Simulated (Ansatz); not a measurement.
Ansatz (a quantum-chemistry and plane-wave program) job for BClH, SMILES [BH]Cl, multiplicity 2, PBE-D3(BJ)/def2-TZVPD. 

Ansatz 0.2 input:
```yaml
crystal:
  periodic: [false, false, false]
  atoms:
    - {symbol: B, position_ang: [-0.20350677, -1.21864427, 0.00000000]}
    - {symbol: Cl, position_ang: [0.01894497, 0.47628043, 0.00000000]}
    - {symbol: H, position_ang: [0.69546936, -2.00354593, 0.00000000]}
basis:
  gaussian:
    orbitals: def2-TZVPD
hamiltonian:
  xc: pbe
  dispersion: d3bj
magnetization: {spin_polarized: true, initial_magnetization: 1}
relax: {f_tol: 0.002, max_steps: 200}
```

Program output:

```
WARN ansatz: RAYON_NUM_THREADS=1 ignored (pool sized by the plan → 1); use --threads N
Functional definition: PBE
integrals: 0.02 GiB planned
496 factors; their error is unknown
mean field: 0.22 GiB planned
mean field evaluation 1: about -13206.0273 eV, gradient 1.7e1 eV
mean field evaluation 2: about -13203.6472 eV, gradient 2.6e1 eV
mean field evaluation 4: about -13207.9438 eV, gradient 1.1e0 eV
mean field evaluation 8: about -13207.9405 eV, gradient 2.5e-2 eV
mean field evaluation 16: about -13206.2939 eV, gradient 4.3e0 eV
mean field -13207.94049792 eV, -485.3828606350 hartree, gradient 2.2e-5 eV, S^2 0.752548; 0 other end points of the search recorded, 0 dependent functions left out
the calculation of the forces begins
reference -13207.94054538 eV, -485.3828623790 hartree; 12, 11 occupied and 80, 81 virtual orbitals, 496 factors
relax step   1: F+E_penalty+E_count = -13207.97658975 eV  Δ(F+E_penalty+E_count) = +0.000e0 eV  max|allowed force component| = 1.859e-1 eV/Å  Δτ_max = 0.0000 Å  (31 SCF iters, accepted)
these checks for a lower state are left out or cut short: starts, cluster_reference, orbital_swaps, neighbouring_geometries, increment
integrals: 0.02 GiB planned
496 factors; their error is unknown
mean field: 0.22 GiB planned
mean field -13207.94154165 eV, -485.3828989913 hartree, gradient 1.0e-5 eV, S^2 0.752553; 0 other end points of the search recorded, 0 dependent functions left out
the calculation of the forces begins
reference -13207.94158910 eV, -485.3829007349 hartree; 12, 11 occupied and 80, 81 virtual orbitals, 496 factors
relax step   2: F+E_penalty+E_count = -13207.97762343 eV  Δ(F+E_penalty+E_count) = -1.034e-3 eV  max|allowed force component| = 1.093e-1 eV/Å  Δτ_max = 0.0038 Å  (28 SCF iters, accepted)
these checks for a lower state are left out or cut short: starts, cluster_reference, orbital_swaps, neighbouring_geometries, increment
integrals: 0.02 GiB planned
496 factors; their error is unknown
mean field: 0.22 GiB planned
mean field evaluation 32: about -13207.9419 eV, gradient 1.3e-5 eV
mean field -13207.94189056 eV, -485.3829118134 hartree, gradient 1.3e-5 eV, S^2 0.752560; 0 other end points of the search recorded, 0 dependent functions left out
the calculation of the forces begins
reference -13207.94193801 eV, -485.3829135574 hartree; 12, 11 occupied and 80, 81 virtual orbitals, 496 factors
relax step   3: F+E_penalty+E_count = -13207.97796357 eV  Δ(F+E_penalty+E_count) = -3.401e-4 eV  max|allowed force component| = 1.016e-2 eV/Å  Δτ_max = 0.0029 Å  (33 SCF iters, accepted)
these checks for a lower state are left out or cut short: starts, cluster_reference, orbital_swaps, neighbouring_geometries, increment
integrals: 0.02 GiB planned
496 factors; their error is unknown
mean field: 0.22 GiB planned
mean field -13207.94189418 eV, -485.3829119466 hartree, gradient 7.1e-5 eV, S^2 0.752560; 0 other end points of the search recorded, 0 dependent functions left out
the calculation of the forces begins
reference -13207.94194164 eV, -485.3829136906 hartree; 12, 11 occupied and 80, 81 virtual orbitals, 496 factors
relax step   4: F+E_penalty+E_count = -13207.97796849 eV  Δ(F+E_penalty+E_count) = -4.915e-6 eV  max|allowed force component| = 1.664e-3 eV/Å  Δτ_max = 0.0006 Å  (23 SCF iters, accepted)
integrals: 0.02 GiB planned
496 factors; their error is unknown
mean field: 0.22 GiB planned
mean field -13207.94189418 eV, -485.3829119466 hartree, gradient 7.1e-5 eV, S^2 0.752560; 1 other end points of the search recorded, 0 dependent functions left out
the calculation of the forces begins
reference -13207.94194164 eV, -485.3829136906 hartree; 12, 11 occupied and 80, 81 virtual orbitals, 496 factors
Total energy: -13207.97801594 eV, -485.3842393968 hartree
Atom 0 at    -0.207561    -1.220266    -0.000000 Å, force    -0.000603    -0.001371    -0.000000 eV/Å
Atom 1 at     0.019258     0.482064     0.000000 Å, force     0.000768    -0.000293     0.000000 eV/Å
Atom 2 at     0.699211    -2.007708     0.000000 Å, force    -0.000165     0.001664     0.000000 eV/Å
Dipole moment:     0.106947     0.011812     0.000000 e Å
```

The calculation finished and met its thresholds.
